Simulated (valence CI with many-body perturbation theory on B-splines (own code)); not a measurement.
N: electric-dipole lines

Level of theory: configuration interaction combined with many-body perturbation theory (CI+MBPT): five valence electrons over a frozen Dirac-Fock core [He], radial functions for each j: 9 s, 9 p, 8 d, 6 f, 3 g, 1 h, with the one-electron correlation potential Σ1 (screened to all orders), the two-electron term Σ2, the three-electron term Σ3, Breit, model QED; selected single and double excitations, second order for the rest, scaled by the run's own slope (own B-spline code, finite nucleus).

Against 40 measured levels this calculation errs by 83 cm⁻¹ on average and by 191 at most. These come from a selection out of the NIST Handbook of Basic Atomic Spectroscopic Data. Levels without a partner in it may be off by more. Among the levels kept, up to 2300 cm⁻¹ of a level comes from second order outside the variational space, and about a tenth of that is noise between levels of different J, which matters for small intervals.

Lines 201 to 250 of 272 in falling wavelength, among levels below 109397 cm⁻¹, chosen from the strongest by gf and those to the six lowest levels. Wavelengths and rates use the calculated energies, so an error of 80 cm⁻¹ moves a line at 132.3 nm by 0.11 % and its rate by three times that or more. Electric multipoles are in the length gauge, E1 and E2 with the static RPA response of the core. Weak lines are less certain than strong ones. Lines between different terms over intervals too small for the method are left out, as are lines whose strength nearly cancels. Where a level lies close to another of its J and parity, the split of strength between their lines is uncertain.

Names give the largest LS component (configuration and term), which can be under half, so a name can repeat, a term be missing and a line seem to break the LS rules; names also repeat where a configuration has a term twice.

```tsv
λ vac (nm)	λ from measured levels	Upper	Lower	A (s⁻¹)	S (a.u.) with core polarisation	S without
132.3	131.9	2s²2p²3d ⁴F_3/2	2s²2p³ ²P°_3/2	1.20e+06	5.47e-03	5.46e-03
132.3	131.9	2s²2p²3d ⁴F_5/2	2s²2p³ ²P°_3/2	4.88e+03	3.34e-05	3.35e-05
132.0	131.6	2s²2p²3d ²F_5/2	2s²2p³ ²P°_3/2	1.41e+06	9.60e-03	9.60e-03
132.0		2s²2p²3d ⁴P_1/2	2s²2p³ ²P°_1/2	2.24e+05	5.08e-04	5.08e-04
132.0		2s²2p²3d ⁴P_1/2	2s²2p³ ²P°_3/2	1.09e+05	2.47e-04	2.47e-04
132.0		2s²2p²3d ⁴P_3/2	2s²2p³ ²P°_1/2	4.61e+05	2.09e-03	2.09e-03
131.9		2s²2p²3d ⁴P_3/2	2s²2p³ ²P°_3/2	1.20e+05	5.44e-04	5.44e-04
131.8		2s²2p²3d ⁴D_1/2	2s²2p³ ²P°_1/2	3.42e+05	7.73e-04	7.72e-04
131.8		2s²2p²3d ⁴D_1/2	2s²2p³ ²P°_3/2	1.70e+05	3.85e-04	3.85e-04
131.7		2s²2p²3d ⁴D_3/2	2s²2p³ ²P°_1/2	3.10e+05	1.40e-03	1.40e-03
131.7		2s²2p²3d ⁴D_3/2	2s²2p³ ²P°_3/2	1.11e+04	4.99e-05	4.98e-05
131.7		2s²2p²3d ⁴D_5/2	2s²2p³ ²P°_3/2	1.20e+05	8.14e-04	8.14e-04
131.5		2s²2p²3d ²D_3/2	2s²2p³ ²P°_1/2	6.62e+07	2.97e-01	2.97e-01
131.5		2s²2p²3d ²D_3/2	2s²2p³ ²P°_3/2	1.96e+07	8.77e-02	8.78e-02
131.5		2s²2p²3d ²D_5/2	2s²2p³ ²P°_3/2	8.45e+07	5.69e-01	5.69e-01
124.5	124.3	2s²2p²3s ²D_5/2	2s²2p³ ²D°_3/2	2.25e+07	1.29e-01	1.29e-01
124.5	124.3	2s²2p²3s ²D_3/2	2s²2p³ ²D°_3/2	2.97e+08	1.13e+00	1.13e+00
124.5	124.3	2s²2p²3s ²D_5/2	2s²2p³ ²D°_5/2	3.12e+08	1.78e+00	1.78e+00
124.4	124.3	2s²2p²3s ²D_3/2	2s²2p³ ²D°_5/2	3.24e+07	1.23e-01	1.23e-01
120.2	120.1	2s²2p²3s ⁴P_1/2	2s²2p³ ⁴S°_3/2	4.08e+08	7.00e-01	7.01e-01
120.1	120.0	2s²2p²3s ⁴P_3/2	2s²2p³ ⁴S°_3/2	4.11e+08	1.41e+00	1.41e+00
120.1	120.0	2s²2p²3s ⁴P_5/2	2s²2p³ ⁴S°_3/2	4.16e+08	2.13e+00	2.13e+00
118.9	118.5	2s²2p²4s ⁴P_1/2	2s²2p³ ²D°_3/2	1.75e+05	2.90e-04	2.90e-04
118.8	118.4	2s²2p²4s ⁴P_3/2	2s²2p³ ²D°_3/2	3.32e+04	1.10e-04	1.10e-04
118.7	118.4	2s²2p²4s ⁴P_3/2	2s²2p³ ²D°_5/2	2.43e+05	8.01e-04	8.00e-04
118.1	117.8	2s²2p²4s ²P_1/2	2s²2p³ ²D°_3/2	1.02e+08	1.66e-01	1.66e-01
118.0	117.7	2s²2p²4s ²P_3/2	2s²2p³ ²D°_3/2	1.01e+07	3.27e-02	3.26e-02
117.9	117.7	2s²2p²4s ²P_3/2	2s²2p³ ²D°_5/2	9.05e+07	2.93e-01	2.93e-01
117.4	117.1	2s²2p²3d ²P_1/2	2s²2p³ ²D°_3/2	1.19e+06	1.89e-03	1.90e-03
117.4	117.1	2s²2p²3d ²P_3/2	2s²2p³ ²D°_5/2	2.84e+06	9.06e-03	9.07e-03
117.3	117.1	2s²2p²3d ⁴F_3/2	2s²2p³ ²D°_3/2	8.30e+04	2.64e-04	2.64e-04
117.3	117.0	2s²2p²3d ⁴F_5/2	2s²2p³ ²D°_3/2	4.30e+06	2.05e-02	2.06e-02
117.3	117.0	2s²2p²3d ⁴F_7/2	2s²2p³ ²D°_5/2	3.77e+06	2.40e-02	2.40e-02
117.3	117.0	2s²2p²3d ⁴F_5/2	2s²2p³ ²D°_5/2	3.70e+05	1.77e-03	1.77e-03
117.1	116.9	2s²2p²3d ²F_5/2	2s²2p³ ²D°_3/2	7.09e+07	3.37e-01	3.37e-01
117.1		2s²2p²3d ⁴P_5/2	2s²2p³ ²D°_3/2	4.13e+07	1.96e-01	1.96e-01
117.1	116.8	2s²2p²3d ²F_5/2	2s²2p³ ²D°_5/2	2.19e+06	1.04e-02	1.04e-02
117.1		2s²2p²3d ⁴P_5/2	2s²2p³ ²D°_5/2	2.80e+06	1.33e-02	1.33e-02
117.1	116.7	2s²2p²3d ²F_7/2	2s²2p³ ²D°_5/2	1.19e+08	7.53e-01	7.53e-01
117.0		2s²2p²3d ⁴P_3/2	2s²2p³ ²D°_3/2	7.89e+04	2.50e-04	2.50e-04
116.9		2s²2p²3d ⁴D_7/2	2s²2p³ ²D°_5/2	1.82e+06	1.15e-02	1.15e-02
116.9		2s²2p²3d ⁴D_3/2	2s²2p³ ²D°_3/2	7.15e+04	2.25e-04	2.25e-04
116.9		2s²2p²3d ⁴D_5/2	2s²2p³ ²D°_3/2	2.27e+05	1.07e-03	1.07e-03
116.8		2s²2p²3d ⁴D_3/2	2s²2p³ ²D°_5/2	1.70e+04	5.36e-05	5.37e-05
116.8		2s²2p²3d ⁴D_5/2	2s²2p³ ²D°_5/2	1.31e+05	6.20e-04	6.20e-04
116.7		2s²2p²3d ²D_3/2	2s²2p³ ²D°_3/2	2.71e+07	8.51e-02	8.51e-02
116.7		2s²2p²3d ²D_3/2	2s²2p³ ²D°_5/2	3.04e+06	9.54e-03	9.54e-03
116.7		2s²2p²3d ²D_5/2	2s²2p³ ²D°_3/2	1.82e+05	8.54e-04	8.54e-04
116.7		2s²2p²3d ²D_5/2	2s²2p³ ²D°_5/2	3.18e+07	1.49e-01	1.49e-01
116.2	116.1	2s²2p²3s ²P_1/2	2s²2p³ ⁴S°_3/2	3.28e+04	5.08e-05	5.09e-05
```
